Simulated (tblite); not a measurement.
Species: C₆H₃NS (charge +1 and doublet state).
SMILES: `[H]/N=C\C#CC(=S)[C]=[CH+]`

Level: GFN2-xTB in tblite, geometry and Hessian alike; calculated harmonic values, unscaled, isolated species. The method is semi-empirical: single wavenumbers can be off by several per cent or more. Open shells enter through the occupations alone, without spin polarisation, and single modes of such species can be off by tens of per cent.

Harmonic wavenumbers (cm⁻¹): 37.6, 75.5, 92.5, 137.7, 196.3, 241.7, 287.5, 351.8, 460.1, 486.7, 537.1, 595.0, 669.6, 682.8, 705.7, 902.2, 969.9, 972.2, 1153.4, 1204.8, 1266.9, 1724.4, 2186.2, 2238.6, 2934.9, 3338.3, 3385.6.

A = 2989, B = 835.9, C = 672.2 MHz; mass 120.999 u (most abundant isotopes); point group C1, symmetry number 1; spin multiplicity 2.

Question: Zero-point energy?

Answer: Half the sum of the wavenumbers: 13918 cm⁻¹ = 166.49 kJ/mol.

Question: Entropy at 400 K, 1 bar (ideal gas, RRHO, classical rotation)?

Answer: Translation 174.78, rotation 127.67, vibration 142.99, spin (R ln 2) 5.76: S = 451.2 J/(mol K).

Question: And Cp and H(400 K) − H(0)?

Answer: Cp = 154.90 J/(mol K), of which vibrations give 121.65 (their classical limit is 27 R = 224.5); H(400 K) − H(0) = 41.25 kJ/mol without the zero-point energy, 27.95 from vibrations.

Question: Blend soft modes into free rotors: weight 1/[1 + (100 cm⁻¹/ν̃)⁴] for the oscillator and the rest for a rotor with moment μB/(μ + B), μ = h/(8π²ν), B = 10⁻⁴⁴ kg m². What vibrational entropy results?

Answer: 128.88 J/(mol K) in place of 142.99, which changes −T·S at 400 K by +5.64 kJ/mol.

Question: How do the functions run with temperature in this model?

Answer: 
```
T (K)  S (J/(mol K))  Cp (J/(mol K))  H − H(0) (kJ/mol)  G − H(0) (kJ/mol)  ln q(vib)
  100          298.4            75.0               5.41             -24.43       1.86
  200          360.7           107.6              14.58             -57.55       4.31
  300          409.6           134.4              26.74             -96.14       6.63
  500          487.5           170.4              57.55            -186.21      10.83
  800          574.8           200.4             113.63            -346.23      16.21
 1000          621.0           213.0             155.04            -465.93      19.30
```

q(vib) and H(0) count from the zero-point level.

Question: Which modes carry the vibrational entropy at 400 K?

Answer: 37.6 cm⁻¹: 24.96; 75.5 cm⁻¹: 19.18; 92.5 cm⁻¹: 17.50; 137.7 cm⁻¹: 14.24; 196.3 cm⁻¹: 11.38; 241.7 cm⁻¹: 9.74 J/(mol K); the other 21 give 46.00 together.

Question: What must be added to the electronic energy to get the Gibbs energy at 400 K and 1 bar?

Answer: ZPE + [H(400 K) − H(0)] − T·S = 166.49 + 41.25 − 180.48 = 27.26 kJ/mol.

Hindered rotation and anharmonicity are outside this model. The structure is chiral; the term R ln 2 for an equal mix with its mirror image is left out.
